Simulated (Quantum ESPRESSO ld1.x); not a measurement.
Task: All-electron atom: Ga in [Ar] 3d10 4s2 4d1 (not the ground configuration). All-electron calculation, Dirac Kohn-Sham, LDA (Slater exchange, VWN5 correlation), spin-unpolarised, spherical densities, point nucleus; open shells fill j = l - 1/2 first. Program: ld1.x of Quantum ESPRESSO 7.5. Some entries of the table are withheld. Estimate them.

| orbital | occ. | eigenvalue (hartree) | <r> (bohr) |
|---|---|---|---|
| 1s1/2 | 2 | -375.313 | 0.04867 |
| 2s1/2 | 2 | (1) | 0.2180 |
| 2p1/2 | 2 | -41.2049 | 0.1885 |
| 2p3/2 | 4 | -40.1908 | 0.1920 |
| 3s1/2 | 2 | -5.59799 | (2) |
| 3p1/2 | 2 | (3) | 0.6726 |
| 3p3/2 | 4 | (4) | 0.6836 |
| 3d3/2 | 4 | -0.90404 | (5) |
| 3d5/2 | 6 | -0.88698 | (6) |
| 4s1/2 | 2 | -0.48727 | 2.220 |
| 4d3/2 | 1 | -0.02606 | 9.335 |
| 4d5/2 | 0 | -0.02601 | 9.351 |

Result: 
(1) 2s1/2 eigenvalue (hartree): -46.4692
(2) 3s1/2 <r> (bohr): 0.6530
(3) 3p1/2 eigenvalue (hartree): -3.89632
(4) 3p3/2 eigenvalue (hartree): -3.76259
(5) 3d3/2 <r> (bohr): 0.8044
(6) 3d5/2 <r> (bohr): 0.8107
